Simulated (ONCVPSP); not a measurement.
## cerium: from the effect back to the setting (ONCV)

Base potential:

ONCVPSP 4.0.1 input, shortened (lines: element, Z, core and valence counts, functional; n l f; lmax; l rc ep ncon nbas qcut; lloc lpopt rc5 dvloc0; l nproj debl; icmod fcfact rcfact), PBE, scalar-relativistic:

```
  Ce 58.00    9    5        4      upf
    1    0    2.00
    2    0    2.00
    2    1    6.00
    3    0    2.00
    3    1    6.00
    3    2   10.00
    4    0    2.00
    4    1    6.00
    4    2   10.00
    4    3    1.00
    5    0    2.00
    5    1    6.00
    5    2    1.00
    6    0    1.00
    3
    0    2.75    0.00    4    9    4.40
    1    1.80    0.00    4    8    5.20
    2    2.25    0.00    4    7    3.60
    3    1.75    0.00    3    7    8.10
    3    5    1.75    0.00
    0    2    3.30
    1    2    3.90
    2    2    2.40
    3    0    2.70
    0    0.00    0.00
```

Cutoffs, loose and tight: the cutoffs (Ha) at which the residual kinetic energy of the hardest occupied pseudo-wave falls to 1 and 0.1 mHa per electron. They do not see the model core or the augmentation charge, which bear on the density cutoff. Test errors are all-electron minus pseudo excitation energies from the reference, over the configurations 4f1 5s2 5p6 5d1 6s2; 4f1 5s2 5p6 5d1 6s0; 4f1 5s2 5p6 5d0 6s0; 4f1 5s2 5p6 5d2 6s1; variants that change the core or the reference have their own tests.

Only the scale of all radii (base = 1) is moved (1 further runs of the sweep failed or gave no value and are left out):

```tsv
scale of all radii (base = 1)	cutoff, loose	cutoff, tight	bound ghosts	largest test error (meV)
0.92	58 Ha	130 Ha	s, p	-3.1
0.97	34 Ha	98 Ha	s, p	-3.3
1.11	29 Ha	32 Ha	s, p	+13
1.31	26 Ha	28 Ha	s	3 of 4 tests not solved or not reliable
```

Problem. One more run gave cutoff, loose: 27 Ha; cutoff, tight: 30 Ha; bound ghosts: s, p; largest test error (meV): +47. Which value of the scale of all radii (base = 1) was used?

Solution. 1.22. The loose cutoff moves one way along this sweep, from 58 Ha at 0.92 to 26 Ha at 1.31, which places the run between 1.11 and 1.31.
